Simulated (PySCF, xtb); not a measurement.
C2H9NOSi2, SMILES [SiH2](N[SiH3])OC=C.

GFN2-xTB (xtb) at its own geometry gives an orbital gap of 4.84 eV and a dipole moment of 0.91 D.

Geometry: B3LYP-D3(BJ)/def2-SVP. The structure was generated by enumeration, and PubChem lists no compound with its InChIKey, so it may never have been made. One conformer was computed; it need not be the lowest.

What does PBE/def2-TZVP (PySCF) give? (An estimate is asked for; the answer gives what the named calculation found.)

gap 4.67 eV (levels -5.62 and -0.95 eV), dipole 1.50 D.
